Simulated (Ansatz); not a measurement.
One change: `CC(=O)C(=N)Br` becomes `CC(=N)C(C)=O`.

Ansatz, PBE0-D4/def2-TZVP geometries, multiplicity 1. Each molecule was computed in one conformer, which needn't be the lowest.

Scalar relativity is left out up to krypton.

| property | `CC(=O)C(=N)Br` |
| --- | --- |
| LUMO energy (ωB97M-V/def2-TZVPP) / eV | -0.12 |
| HOMO–LUMO gap (PBE0/def2-TZVPP) / eV | 5.43 |
| zero-point energy (PBE0-D4/def2-TZVP) / kJ/mol | 180.5 |
| HOMO–LUMO gap (B3LYP/def2-TZVPP) / eV | 4.95 |
| size of the dipole moment (PBE/def2-TZVPP) / D | 2.26 |
| HOMO–LUMO gap (PBE/def2-TZVPP) / eV | 2.87 |

Give the same properties after the change, and the shifts. (An estimate is asked.)

The calculation gave: 
```
                                      property  `CC(=N)C(C)=O`  shift
         LUMO energy (ωB97M-V/def2-TZVPP) / eV            0.44   0.56
          HOMO–LUMO gap (PBE0/def2-TZVPP) / eV            5.43   0.00
zero-point energy (PBE0-D4/def2-TZVP) / kJ/mol           279.4   98.9
         HOMO–LUMO gap (B3LYP/def2-TZVPP) / eV            4.96   0.01
size of the dipole moment (PBE/def2-TZVPP) / D            1.85  -0.41
           HOMO–LUMO gap (PBE/def2-TZVPP) / eV            2.79  -0.08
```

The zero-point energy changes by 98.9 kJ/mol with +9 modes. Dipoles are sizes alone; their direction can turn.

B3LYP here is the variant with VWN-RPA as its local correlation; programs differ in this.

Spin–orbit coupling is left out; it splits and shifts lone-pair levels of the heavy atoms by tenths of an eV.
